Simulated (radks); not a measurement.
Problem. Charge is removed step by step from the 5s down level of Pr, starting from [Kr] 4d10 4f3 5s(up 1, down 1) 5p6 6s2. Method: scalar-relativistic Kohn-Sham, PBE, spin-polarised, spherical densities, finite nucleus; open shells are filled with parallel spins first (spin-orbit coupling, left out, can overturn this in heavy ions); Fermi nuclear charge, rms radius 4.8919 fm; computed with a radial shooting solver on a logarithmic mesh with Libxc functionals. At the starting occupation the eigenvalue is -38.117 eV. Estimate the energy to remove one whole electron from this level, the eigenvalue at the end, and how far E(n) bends from a straight line.

Solution. Delta-SCF 43.015 eV; final eigenvalue -48.253 eV; the deviation from the straight line is -1.272 eV at 0.5 electron removed, the largest on the grid computed. Slater's transition state (half an electron removed) gives 42.966 eV. Integrating minus the eigenvalue over the occupation (Janak's theorem) gives 43.037 eV. In this scalar-relativistic scheme the density is built from large components alone, so the theorem holds only approximately. The mean slope of the eigenvalue, de/dn, is 10.1 eV per electron.
